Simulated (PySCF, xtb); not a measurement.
Hf(Cl)(SH)3 (ClH3HfS3), SMILES [SH][Hf]([SH])([Cl])[SH], multiplicity 1.

GFN2-xTB (xtb) at its own geometry gives an orbital gap of 1.90 eV and a dipole moment of 1.01 D.

The structure is a stationary point at PBE0-D3(BJ)/def2-SVP. The multiplicity is an assumed one; no other spin state was optimised. The structure was generated by enumeration; whether it is a known compound was not checked. The def2 effective core potentials stand for the cores of Hf; spin–orbit coupling is left out. One conformer was computed; it need not be the lowest.

### Question
What does PBE/def2-TZVP (PySCF) give? (Estimate from the structure and the level; the computed values follow.)

### Answer
gap 3.88 eV (levels -6.79 and -2.91 eV), dipole 1.22 D.
